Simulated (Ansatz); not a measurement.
Cost and result up the ladder for cyclo-(SbH)3 (Sb3H3) (6 atoms). Total charge 0; singlet. Geometry: PBE-D4/def2-SVP.

```xyz
6

Sb    1.522   -0.952   -0.561
Sb   -0.718    0.504   -1.663
Sb   -1.145   -1.422    0.449
H     1.806    0.283    0.623
H    -0.512    1.790   -0.517
H    -0.953   -0.204    1.668
```

Ansatz on 4 threads of AMD EPYC on a shared host. Times are rough, and most runs start from the orbitals of an earlier one. CAM-B3LYP-D4/def2-TZVP serves as the yardstick here, not as an exact answer. Differences are given only for rows in sets of like size (and for xTB, whose basis is part of the method), since another set adds its own error. Binding counts from free atoms at the same level (Sb quartet, H doublet; other spins of the atoms weren't run), without zero-point energy or a counterpoise term.

In the def2 sets Sb takes a core potential; there is no spin–orbit coupling. Correlated methods freeze 12 core orbitals; core or outer-core shells of Sb are correlated, in sets that lack core-valence functions.

Correlated methods converge slowly with the basis.

```
                         level  functions  wall time  binding energy per atom (eV)  difference from CAM-B3LYP-D4/def2-TZVP (eV)
               PBE-D4/def2-SVP         93      2.4 s                          2.19                                            –
         LDA (SPW92)/def2-TZVP        168      3.7 s                          2.63                                         0.50
           revPBE-D4/def2-TZVP        168      3.9 s                          2.14                                         0.01
             BLYP-D4/def2-TZVP        168      4.3 s                          2.25                                         0.12
              PBE0-D4/def2-SVP         93        5 s                          2.08                                            –
PBE-D4/def2-TZVP (with forces)        168      5.5 s                          2.22                                         0.09
                  HF/def2-TZVP        168      7.5 s                          1.04                                        -1.09
            BHLYP-D4/def2-TZVP        168      7.5 s                          2.09                                        -0.04
           r2SCAN-D4/def2-TZVP        168        8 s                          2.11                                        -0.02
        CAM-B3LYP-D4/def2-TZVP        168      8.1 s                          2.13                                         0.00
             PBE0-D4/def2-TZVP        168      8.6 s                          2.12                                        -0.01
             CCSD(T)/def2-TZVP        168    2.7 min                          1.97                                        -0.16
```
